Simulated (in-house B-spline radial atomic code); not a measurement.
A fraction x of an electron is removed from 5p in the iodine ion I³⁺, starting from [Kr] 4d10 5s2 5p2 and keeping the highest spin. All numbers are computed (scalar-relativistic (X2C) Hartree-Fock with fractional occupations, spin-polarised, spherical fractional occupations; Fermi nucleus of rms radius 4.75 fm) with a B-spline radial code for spherical atoms, not measured.

Caution: exact exchange at fractional occupations of open shells leaves self-interaction of up to several eV.

```
   x  E(x) - E(0) (eV)  5p up level (eV)
   0            0.0000           -36.443
0.11            4.0465           -37.130
0.13            4.7903           -37.255
0.29           10.8315           -38.260
0.45           17.0339           -39.271
 0.5           19.0054           -39.588
0.59           22.5941           -40.161
 0.7           27.0504           -40.862
 0.8           31.1686           -41.503
0.88           34.5093           -42.016
   1           39.5977           -42.790
```

The exact functional would give a straight line between the two integer points. Deviations E(x) - E(0) - x[E(1) - E(0)], in eV: -0.309 at x = 0.11, -0.357 at x = 0.13, -0.652 at x = 0.29, -0.785 at x = 0.45, -0.793 at x = 0.5, -0.769 at x = 0.59, -0.668 at x = 0.7, -0.51 at x = 0.8, -0.337 at x = 0.88.

The curve lies below the straight line by up to 0.793 eV (at x = 0.5): with spherically averaged exact exchange in an open shell, this holds the self-interaction named above.

Question: How well does Slater's transition state (minus the level at half occupation) give the ionisation energy?

Answer: It gives 39.588 eV against 39.598 eV from the two total energies; NIST lists 40.36 eV, ground level to ground level. The end point has an open shell averaged over its orbitals, so its exact exchange keeps a self-interaction and this is no true integer point.
